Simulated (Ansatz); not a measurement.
`F/C(I)=C(/F)I` + H₂ → `F/C(I)=C\I` + H–F at 600 K and 1 bar (hydrogenolysis of a C–F bond).

Calculated with Ansatz (gas phase, PBE0-D4/def2-TZVP geometries, no zero-point term in ΔE). CBS: MP2 limit from def2 TZ/QZ plus the TZ coupled-cluster correction, frozen cores. This one scheme is used for every species. Double bonds are as drawn, so ΔE can hold a change between cis and trans. Elements past krypton have def2 core potentials. For I outer-core shells are correlated without core-valence functions, which leaves a few kJ/mol of doubt a bond.

| species | CCSD(T)/CBS energy (Eh) | H − E (kJ/mol) | S (J/(mol·K)) |
| --- | --- | --- | --- |
| `F/C(I)=C(/F)I` | -870.50248 | 95.0 | 439.2 |
| H₂ | -1.17544 | 43.9 | 150.8 |
| `F/C(I)=C\I` | -771.33312 | 110.3 | 419.4 |
| H–F | -100.39570 | 42.3 | 194.0 |

H − E and S are ideal-gas, rigid-rotor, harmonic terms from PBE0-D4/def2-TZVP. For small species the MP2-based limit differs from directly extrapolated CCSD(T) by up to some mEh (0.8 for H₂); such offsets cancel only in part. 1 Eh = 2625.50 kJ/mol, R = 8.31446 J/(mol·K).

Problem. By hand: ΔE, ΔH, ΔS and ΔG.

Solution. ΔE = (-771.33312) + (-100.39570) − (-870.50248) − (-1.17544) = -0.05090 Eh = -133.6 kJ/mol. Δ(H − E) = 110.3 + 42.3 − 95.0 − 43.9 = 13.7, so ΔH = -119.9 kJ/mol. ΔS = 419.4 + 194.0 − 439.2 − 150.8 = 23.4 J/(mol·K). ΔG = -119.9 − 600 × (23.4)/1000 = -133.9 kJ/mol.

Problem. By hand: the equilibrium constant, and the temperature at which ΔG would vanish if ΔH and ΔS stayed fixed.

Solution. log₁₀ K = −ΔG/(RT ln 10) = 11.7. ΔH and −TΔS have one sign here, so there is no such temperature.

ΔH outweighs TΔS. A doubt of 5 kJ/mol in ΔE shifts log₁₀ K by 0.4 here. These are equilibria of isolated gas molecules and say nothing of rates. Largest T1 diagnostic: 0.011 (customary marks: 0.02 for closed shells, 0.045 for open ones).
